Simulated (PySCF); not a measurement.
TaOCl2, SMILES [O]=[Ta+]([Cl])[Cl], charge +1, multiplicity 1.

Coordinates come from a PBE-D3(BJ)/def2-SVP optimisation. The spin state was assumed, not searched. The isomer is the one that the SMILES or the coordinates give; other isomers of the formula were not compared. The def2 effective core potentials stand for the cores of Ta; spin–orbit coupling is left out.

Computed with PBE-D3(BJ)/def2-SVP in PySCF.

Frequencies are harmonic and unscaled.

| mode | ν (cm⁻¹) | IR (km/mol) | moving atoms (share of kinetic energy) |
|---|---|---|---|
| 1 | 122 | 1.4 | Cl 85 %, Ta 15 % |
| 2 | 202 | 8.1 | O 62 %, Cl 24 %, Ta 14 % |
| 3 | 240 | 2.5 | O 77 %, Cl 19 % |
| 4 | 434 | 14.2 | Cl 86 %, Ta 14 % |
| 5 | 437 | 46.6 | Cl 78 %, Ta 22 % |
| 6 | 1015 | 67.9 | O 92 %, Ta 8 % |
